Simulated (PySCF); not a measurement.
# Magnetic susceptibility: SMILES C[C@H]1CN([SiH3])N=C1C(C)(C)C, C8H18N2Si

Molfile (atoms numbered from 1):
```
C8H18N2Si
     RDKit          3D

 29 29  0  0  0  0  0  0  0  0999 V2000
    0.7072    2.2870   -0.0516 C   0  0  0  0  0  0  0  0  0  0  0  0
    0.6128    0.9825   -0.8433 C   0  0  1  0  0  0  0  0  0  0  0  0
    1.9935    0.3409   -1.0600 C   0  0  0  0  0  0  0  0  0  0  0  0
    1.9425   -0.8911   -0.2754 N   0  0  0  0  0  0  0  0  0  0  0  0
    3.1823   -2.0814   -0.1435 Si  0  0  0  0  0  4  0  0  0  0  0  0
    0.6979   -1.1007    0.2043 N   0  0  0  0  0  0  0  0  0  0  0  0
   -0.0855   -0.1356   -0.0741 C   0  0  0  0  0  0  0  0  0  0  0  0
   -1.5288   -0.1541    0.3493 C   0  0  0  0  0  0  0  0  0  0  0  0
   -1.6595    0.4777    1.7434 C   0  0  0  0  0  0  0  0  0  0  0  0
   -2.0000   -1.6110    0.4253 C   0  0  0  0  0  0  0  0  0  0  0  0
   -2.4055    0.6039   -0.6518 C   0  0  0  0  0  0  0  0  0  0  0  0
    1.1320    2.1011    0.9327 H   0  0  0  0  0  0  0  0  0  0  0  0
    1.3462    2.9941   -0.5783 H   0  0  0  0  0  0  0  0  0  0  0  0
   -0.2714    2.7441    0.0706 H   0  0  0  0  0  0  0  0  0  0  0  0
    0.1091    1.1751   -1.7944 H   0  0  0  0  0  0  0  0  0  0  0  0
    2.8096    0.9728   -0.7009 H   0  0  0  0  0  0  0  0  0  0  0  0
    2.1809    0.0999   -2.1118 H   0  0  0  0  0  0  0  0  0  0  0  0
    2.7184   -2.9862    0.8957 H   0  0  0  0  0  0  0  0  0  0  0  0
    3.4010   -2.7737   -1.4231 H   0  0  0  0  0  0  0  0  0  0  0  0
    4.4133   -1.3595    0.2025 H   0  0  0  0  0  0  0  0  0  0  0  0
   -1.0151   -0.0430    2.4471 H   0  0  0  0  0  0  0  0  0  0  0  0
   -1.3800    1.5274    1.7295 H   0  0  0  0  0  0  0  0  0  0  0  0
   -2.6877    0.4009    2.0904 H   0  0  0  0  0  0  0  0  0  0  0  0
   -3.0323   -1.6554    0.7654 H   0  0  0  0  0  0  0  0  0  0  0  0
   -1.9330   -2.0829   -0.5518 H   0  0  0  0  0  0  0  0  0  0  0  0
   -1.3723   -2.1676    1.1140 H   0  0  0  0  0  0  0  0  0  0  0  0
   -2.3081    0.1734   -1.6465 H   0  0  0  0  0  0  0  0  0  0  0  0
   -3.4488    0.5330   -0.3511 H   0  0  0  0  0  0  0  0  0  0  0  0
   -2.1386    1.6564   -0.7015 H   0  0  0  0  0  0  0  0  0  0  0  0
  1  2  1  0
  2  3  1  0
  3  4  1  0
  4  5  1  0
  4  6  1  0
  6  7  2  0
  7  8  1  0
  8  9  1  0
  8 10  1  0
  8 11  1  0
  7  2  1  0
  1 12  1  0
  1 13  1  0
  1 14  1  0
  2 15  1  6
  3 16  1  0
  3 17  1  0
  5 18  1  0
  5 19  1  0
  5 20  1  0
  9 21  1  0
  9 22  1  0
  9 23  1  0
 10 24  1  0
 10 25  1  0
 10 26  1  0
 11 27  1  0
 11 28  1  0
 11 29  1  0
M  END
```

Computed, not measured: GIAO BHandHLYP/pcSseg-1 magnetisability, rotational g tensor and spin-rotation constants, non-relativistic, gas phase in PySCF 2.14.0. Geometry: GFN2-xTB.

What are the magnetisability and the molar susceptibility?

Isotropic -1930 × 10⁻³⁰ J/T², or -116.2 × 10⁻⁶ cm³/mol; principal values -2059, -1892, -1840 × 10⁻³⁰ J/T², anisotropy 198 × 10⁻³⁰ J/T² (root of half the summed squared differences of the principal values). The susceptibility is in cgs units.

Split it along the inertial axes a, b, c into diamagnetic and paramagnetic parts about the centre of mass, with the quadrupole moment.


```csv
axis,χ (10⁻⁶ cm³/mol),diamagnetic (10⁻⁶ cm³/mol),paramagnetic (10⁻⁶ cm³/mol),summed x² of all electrons (Å²),quadrupole Θ (D Å)
a,-113.5,-1028.7,915.2,434.6,+2.14
b,-113.3,-2132.6,2019.3,174.4,-0.37
c,-121.9,-2583.7,2461.8,68.1,-1.77
```
Anisotropies 2χaa − χbb − χcc = +8.1 and 2χbb − χaa − χcc = +8.8 × 10⁻⁶ cm³/mol. Θ is traceless in Buckingham's convention.

And the rotational g tensor?


| axis | rotational constant (GHz) | g | nuclear part | electronic part |
| --- | --- | --- | --- | --- |
| a | 1.5142 | -0.0186 | 0.6324 | -0.6510 |
| b | 0.6306 | -0.0074 | 0.5908 | -0.5982 |
| c | 0.5138 | -0.0038 | 0.5904 | -0.5942 |

Asymmetric top; isotopes 12C, 1H, 14N, 28Si; no vibrational averaging.
